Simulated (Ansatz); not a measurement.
Start from `[SiH3][N]([SiH3])[Cu]` and change one atom or group to get `CBN([SiH3])[SiH3]`.

Ansatz, PBE0-D4/def2-TZVP geometries, multiplicity 1. Each molecule was computed in one conformer, which needn't be the lowest.

Scalar relativity is left out up to krypton.

```csv
property,`[SiH3][N]([SiH3])[Cu]`
HOMO–LUMO gap (PBE/def2-TZVPP) / eV,1.55
HOMO energy (PBE/def2-TZVPP) / eV,-5.37
LUMO energy (PBE/def2-TZVPP) / eV,-3.83
HOMO–LUMO gap (ωB97M-V/def2-TZVPP) / eV,7.55
LUMO energy (B3LYP/def2-TZVPP) / eV,-3.23
size of the dipole moment (ωB97M-V/def2-TZVPP) / D,4.96
```

(1) What does the change do to each property? (An estimate is asked.)

## Answers

(1) The calculation gave: 
| property | `CBN([SiH3])[SiH3]` | shift |
| --- | --- | --- |
| HOMO–LUMO gap (PBE/def2-TZVPP) / eV | 5.80 | 4.25 |
| HOMO energy (PBE/def2-TZVPP) / eV | -6.96 | -1.59 |
| LUMO energy (PBE/def2-TZVPP) / eV | -1.16 | 2.67 |
| HOMO–LUMO gap (ωB97M-V/def2-TZVPP) / eV | 12.12 | 4.57 |
| LUMO energy (B3LYP/def2-TZVPP) / eV | -0.39 | 2.84 |
| size of the dipole moment (ωB97M-V/def2-TZVPP) / D | 0.38 | -4.58 |

With PBE0 the HOMO falls by 1.62 eV and the LUMO rises by 2.65 eV, so the gap widens by about 4.27 eV. PBE moves the HOMO by -1.59 eV and ωB97M-V by -1.62 eV. Dipoles are sizes alone; their direction can turn.

B3LYP here is the variant with VWN-RPA as its local correlation; programs differ in this.
